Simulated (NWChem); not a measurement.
System: MoNH₂O₂Cl; SMILES [O]=[Mo](=[O])([NH2])[Cl]

Parts of the log:

```
             Northwest Computational Chemistry Package (NWChem) 7.3.0
             --------------------------------------------------------

 CS  symmetry detected

                             Geometry "geometry" -> ""
                             -------------------------

 Output coordinates in angstroms (scale by  1.889725989 to convert to a.u.)

  No.       Tag          Charge          X              Y              Z
 ---- ---------------- ---------- -------------- -------------- --------------
    1 Mo                  42.0000     0.07912914    -0.27161532     0.00000000
    2 O                    8.0000     0.88411840    -0.77893309    -1.37432782
    3 O                    8.0000     0.88411840    -0.77893309     1.37432782
    4 Cl                  17.0000    -0.09300221     2.00502083     0.00000000
    5 N                    7.0000    -1.65947043    -1.06415449     0.00000000
    6 H                    1.0000    -2.13599380    -1.38274997    -0.84121608
    7 H                    1.0000    -2.13599380    -1.38274997     0.84121608

 Effective nuclear repulsion energy (a.u.)     588.8362376168

      Symmetry information
      --------------------

 Group name             Cs
 Group number              2
 Group order               2
 No. of unique centers     5

                                 NWChem DFT Module
                                 -----------------

 Summary of "ao basis" -> "ao basis" (spherical)
 ------------------------------------------------------------------------------
       Tag                 Description            Shells   Functions and Types
 ---------------- ------------------------------  ------  ---------------------
 Mo                          sto-3g                 11       27   5s4p2d
 O                           sto-3g                  3        5   2s1p
 Cl                          sto-3g                  5        9   3s2p
 N                           sto-3g                  3        5   2s1p
 H                           sto-3g                  1        1   1s

      Symmetry analysis of basis
      --------------------------

        a'         36
        a"         17

            General Information
            -------------------
          SCF calculation type: DFT
          Wavefunction type:  closed shell.
          No. of atoms     :     7
          No. of electrons :    84
           Alpha electrons :    42
            Beta electrons :    42
          Charge           :     0
          Spin multiplicity:     1
          Use of symmetry is: on ; symmetry adaption is: on
          Maximum number of iterations: 150
          AO basis - number of functions:    53
                     number of shells:    27
          Convergence on energy requested:  1.00D-06
          Convergence on density requested:  1.00D-05
          Convergence on gradient requested:  5.00D-04

              XC Information
              --------------
                  TPSS metaGGA Exchange Functional  1.000
             TPSS03 metaGGA Correlation Functional  1.000

             Grid Information
             ----------------
          Grid used for XC integration:  medium
          Radial quadrature: Mura-Knowles
          Angular quadrature: Lebedev.
          Tag              B.-S. Rad. Rad. Pts. Rad. Cut. Ang. Pts.
          ---              ---------- --------- --------- ---------
          Mo                  1.45      123           8.0       590
          O                   0.60       49          10.0       434
          Cl                  1.00       88          10.0       590
          N                   0.65       49           8.0       434
          H                   0.35       45          10.0       434
          Grid pruning is: on
          Number of quadrature shells:   354
          Spatial weights used:  Erf1

      Superposition of Atomic Density Guess
      -------------------------------------

 Sum of atomic energies:       -4592.40760136

      Non-variational initial energy
      ------------------------------

 Total energy =   -4592.319348
 1-e energy   =   -7534.865526
 2-e energy   =    2353.709941
 HOMO         =      -0.163359
 LUMO         =       0.182560

      Symmetry analysis of molecular orbitals - initial
      -------------------------------------------------

  Numbering of irreducible representations:

     1 a'          2 a"

  Orbital symmetries:

     1 a'          2 a'          3 a'          4 a"          5 a'
     6 a'          7 a'          8 a"          9 a'         10 a'
    11 a"         12 a'         13 a'         14 a'         15 a"
    16 a'         17 a'         18 a"         19 a'         20 a'
    21 a"         22 a'         23 a'         24 a"         25 a'
    26 a'         27 a'         28 a'         29 a"         30 a'
    31 a"         32 a'         33 a"         34 a'         35 a'
    36 a'         37 a"         38 a"         39 a'         40 a'
    41 a"         42 a'         43 a"         44 a'         45 a'
    46 a'         47 a"         48 a'         49 a'         50 a"
    51 a'         52 a'

     ---------------------------------------------
      Total Density - Mulliken Population Analysis
     ---------------------------------------------

    Atom       Charge   Shell Charges
 -----------   ------   -------------------------------------------------------
    1 Mo  42    39.09   2.00  2.00  6.00  2.00  5.98  2.01  5.78  0.45  0.72  9.88  2.26
    2 O    8     8.99   2.00  1.91  5.09
    3 O    8     8.99   2.00  1.91  5.09
    4 Cl  17    17.64   2.00  2.00  5.99  1.98  5.66
    5 N    7     7.81   2.00  1.62  4.20
    6 H    1     0.74   0.74
    7 H    1     0.74   0.74

[...]
```

Level: TPSS/STO-3G, non-relativistic. The geometry was optimised at PBE0/def2-SVP (def2 core potentials past Kr).

**Question.** Reconstruct the input file.

**Answer.** This is not unique; one that fits is the input that was run:
```
start job
memory heap 200 mb stack 900 mb global 1100 mb
geometry units angstroms noautoz
  Mo     0.065857    -0.244280     0.000100
  O      0.881255    -0.739446    -1.372523
  O      0.875232    -0.739880     1.376126
  Cl    -0.139853     2.029568    -0.000008
  N     -1.660853    -1.062390    -0.003824
  H     -2.130763    -1.387763    -0.846171
  H     -2.134480    -1.388203     0.836257
end
basis spherical
  * library sto-3g
end
dft
  xc xtpss03 ctpss03
  iterations 150
  mulliken
end
task dft energy
```
